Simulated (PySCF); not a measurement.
Species: C₅H₈N₂ (charge +1 and doublet state).
Z-matrix (Å and degrees, GFN2-xTB geometry), rows numbered from 1:
```
C 
C   1  1.4504
C   2  1.4493  1  127.65
N   3  1.2899  2  110.02  1   173.30
N   4  1.3590  3  107.87  2     3.48
C   5  1.4184  4  118.66  3   175.92
C   5  1.3217  4  111.54  3    -4.40
H   1  1.0995  2  110.76  3   -91.13
H   1  1.0928  2  110.94  3   153.27
H   1  1.0888  2  111.60  3    27.71
H   3  1.0724  2  127.89  1    -2.67
H   6  1.0948  5  109.59  4    57.94
H   6  1.0876  5  111.01  4   179.85
H   6  1.0950  5  109.43  4   -58.05
H   7  1.0729  2  129.30  1     6.10
```

Identity: `C[C]1C=NN(C)[CH+]1` [radical] (charge +1).

Method: UKS B3LYP, pcH-1 on C H N, non-relativistic, mean-field spin-orbit, GIAO in PySCF. Geometry: GFN2-xTB; no solvent, vibrations or thermal averaging. GFN2-xTB frequencies show an imaginary mode (39i cm⁻¹), so this geometry is no minimum at that level. Couplings are sensitive to structure, and on GFN2-xTB geometries they can be far from those on DFT ones, by a factor of two or more for some ions and for spin on atoms past the first row. Stability of the SCF solution: not tested.

The largest Mulliken spin populations are on C2 (+0.55), N5 (+0.18), N4 (+0.11) and H8 (+0.06). The angles at C2 add up to 359.8°, so it is planar.

Problem. List the C–H protons on four-coordinate carbons next to a three-coordinate spin centre, with their couplings and θ (C–H bond against the normal to the plane of the centre's neighbours, projected along the bond that joins the two).

Solution. 
```json
{"β H": "H8", "on": "C1", "centre": "C2", "θ (°)": "4", "cos²θ": "0.99", "a (G)": "+61.22"}
{"β H": "H9", "on": "C1", "centre": "C2", "θ (°)": "60", "cos²θ": "0.25", "a (G)": "+20.67"}
{"β H": "H10", "on": "C1", "centre": "C2", "θ (°)": "66", "cos²θ": "0.17", "a (G)": "+9.96"}
```

Fitting the Heller–McConnell form a = ρ(B0 + B2 cos²θ), with Mulliken ρ = 0.55, gives B0 = 4.9 G and B2 = 107.2 G; with only two distinct angles the two parameters are fixed exactly. By this fit the coupling would be 61.9 G at θ = 0° and 2.7 G at 90°.

Problem. What would the freely rotating methyl group on C1 show?

Solution. Three equal couplings, a 1:3:3:1 quartet. The mean of the three values of this geometry estimates the splitting: 30.6 G, or 85.8 MHz (three bonds 120° apart have a mean cos²θ of 1/2 at any torsion).

Couplings in gauss use g_iso = 2.0027.
